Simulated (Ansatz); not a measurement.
Ansatz (a quantum-chemistry and plane-wave program) input (CCSD(T)/def2-TZVPP):

Ansatz 0.2 input:
```yaml
crystal:
  periodic: [false, false, false]
  atoms:
    - {symbol: In, position_ang: [0.77967046, 0.38191911, 0.25390237]}
    - {symbol: I, position_ang: [-0.74758679, 1.64310339, -1.66557149]}
    - {symbol: I, position_ang: [0.02675938, -1.99619842, 1.43083156]}
basis:
  gaussian:
    orbitals: def2-TZVPP
magnetization: {spin_polarized: true, initial_magnetization: 1}
correlation: {method: ccsd_t, electrons: outside_noble_gas}
```

Output:

```
Functional definition: HF
integrals: 0.67 GiB planned
1451 factors; integrals over basis functions are off by at most 2.8e-4 eV
mean field: 1.14 GiB planned
mean field evaluation 1: about -21295.9229 eV, gradient 9.8e0 eV
mean field evaluation 2: about -21295.9329 eV, gradient 9.8e0 eV
mean field evaluation 4: about -21296.9735 eV, gradient 1.9e0 eV
mean field evaluation 8: about -21297.0669 eV, gradient 4.5e-1 eV
mean field evaluation 16: about -21297.0736 eV, gradient 1.8e-6 eV
mean field evaluation 32: about -21294.1604 eV, gradient 2.0e0 eV
mean field evaluation 64: about -21294.1255 eV, gradient 1.8e-2 eV
mean field -21297.07364434 eV, -782.6530207544 hartree, gradient 1.8e-6 eV, S^2 0.774084; 2 other end points of the search recorded, 0 dependent functions left out
determinant -21297.07364434 eV, -782.6530207544 hartree, with singles and doubles -21306.42670352 eV, -782.9967393395 hartree
determinant -21294.28213058 eV, -782.5504345159 hartree, with singles and doubles -21304.06606336 eV, -782.9099874140 hartree
determinant -21294.12547739 eV, -782.5446776173 hartree, with singles and doubles -21303.95636065 eV, -782.9059559135 hartree
27 core orbitals not correlated
reference -21297.07364434 eV, -782.6530207544 hartree; 9, 8 occupied and 114, 115 virtual orbitals, 1451 factors
second order -8.47200524 eV of doubles, -0.00000000 eV of singles
coupled cluster: 1.17 GiB planned
cycle   1  -9.32702541 eV  change   -2.8e-1 eV  update   1.9e-2
cycle   2  -9.34266667 eV  change   -1.6e-2 eV  update   4.7e-3
cycle   3  -9.34358158 eV  change   -9.1e-4 eV  update   2.4e-3
cycle   4  -9.34471428 eV  change   -1.1e-3 eV  update   1.1e-3
cycle   5  -9.34501920 eV  change   -3.0e-4 eV  update   6.1e-4
cycle   6  -9.34511312 eV  change   -9.4e-5 eV  update   2.7e-4
cycle   7  -9.34512925 eV  change   -1.6e-5 eV  update   1.2e-4
cycle   8  -9.34513077 eV  change   -1.5e-6 eV  update   4.7e-5
cycle   9  -9.34511915 eV  change    1.2e-5 eV  update   2.0e-5
perturbative correction -0.42409199 eV, -0.0155850933 hartree
Total energy: -21306.84285548 eV, -783.0120326423 hartree
```

It need not be the lowest isomer of its formula.
